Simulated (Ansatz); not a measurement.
`[SnH3][C]1=[CH][AlH]1` + H₂Te → `[TeH][C]1=[CH][AlH]1` + `[SnH4]`  (substitution at a C–Sn bond)

Computed with Ansatz on PBE0-D4/def2-TZVP structures; ΔE is electronic, products minus reactants. CCSD(T)/CBS adds triple-zeta CCSD(T) − MP2 to the extrapolated MP2 energy (def2 sets, frozen cores). DFT in def2-TZVPP. Elements past krypton have def2 core potentials. For Sn, Te outer-core shells are correlated without core-valence functions, which leaves a few kJ/mol of doubt a bond.

`[SnH3][C]1=[CH][AlH]1`:

```xyz
9

Sn   -0.064   -1.378   -0.973
C     0.141    0.301    0.311
C    -0.658    1.405    0.432
Al    0.775    1.497    1.601
H    -1.464   -1.211   -1.948
H     1.312   -1.511   -1.979
H    -0.193   -2.807   -0.043
H    -1.570    1.638   -0.116
H     1.722    2.065    2.714
```

H₂Te:

Cartesian coordinates in Å:
```
Te 0.346 -0.677 -0.161
H -0.302 0.006 1.201
H -0.044 0.671 -1.039
```

`[TeH][C]1=[CH][AlH]1`:

Z-matrix (Å, degrees):
```
C
C 1 1.367
Al 1 1.866 2 67.7
Te 1 2.083 2 129.1 3 180.0
H 2 1.088 1 129.6 3 180.0
H 3 1.567 1 156.5 2 -180.0
H 4 1.657 1 93.8 2 180.0
```

`[SnH4]`:

Cartesian coordinates in Å:
```
Sn 0.000 0.000 0.000
H -0.481 -1.489 0.674
H 0.229 1.139 1.246
H -1.207 0.558 -1.065
H 1.459 -0.208 -0.855
```

CCSD(T)/CBS gives +2.0 kJ/mol.

(1) Another level gave +0.8 kJ/mol. Which?
A. PBE0-D4/def2-TZVPP
B. HF/def2-TZVPP
C. B97M-V/def2-TZVPP
D. CAM-B3LYP/def2-TZVPP

Largest T1 diagnostic among the species: 0.014.

Answers

(1) D. CAM-B3LYP 0.8, PBE0-D4 -4.4, HF/def2-TZVPP 6.8, B97M-V -9.4 kJ/mol.

From r2SCAN to r2SCAN0 (25 % exact exchange), in def2-TZVPP and without D4, ΔE moves by +3.5 kJ/mol. Leaving LDA and LC-ωPBE aside and taking each functional with its dispersion term where it has one, the values, not all of them listed here, spread over 12.2 kJ/mol, from revPBE-D4 to ωB97M-V.
